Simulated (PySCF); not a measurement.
A GIAO shielding run with PySCF 2.14 (density fitting, non-relativistic, gas phase) on `C#CC(=O)O[Si@@H](C)C[SiH3]`, C5H10O2Si2:

```
$ OMP_NUM_THREADS=1 python probes_run.py task.json out

{"job": {"kind": "nmr", "xc": "PBE0", "basis": "pcSseg-1"}, "charge": 0, "multiplicity": 1}
C      3.268688     2.524419     0.711838
C      2.613274     1.703998     0.131456
C      1.833684     0.714654    -0.577086
O      2.154655     0.249032    -1.639160
O      0.733369     0.390039     0.076548
Si    -0.363317    -0.736114    -0.508571
C      0.463446    -2.442946    -0.588205
C     -1.717131    -0.612098     0.806796
Si    -2.372707     1.143889     1.128738
H      3.841756     3.244644     1.218810
H     -0.805255    -0.282918    -1.828276
H      0.815178    -2.760775     0.391267
H      1.320180    -2.423932    -1.255837
H     -0.223590    -3.199784    -0.952623
H     -1.347637    -1.023079     1.746245
H     -2.541725    -1.253706     0.501956
H     -3.016653     1.654842    -0.084331
H     -3.370089     1.074480     2.204125
H     -1.295931     2.044606     1.539176
```

Hardware: 1 thread of an Arm Neoverse V1, shared host. The job also computes population analyses, field gradients.

**Question.** How large is the calculation?

**Answer.** 84 electrons, 217 basis functions and 1171 auxiliary functions.

**Question.** How long does it take, and how much memory does it need?

**Answer.** 50 s of wall time, with 15 SCF cycles and 5 response iterations; peak memory 1.1 GiB. Times on a shared host scatter by some tens of per cent.
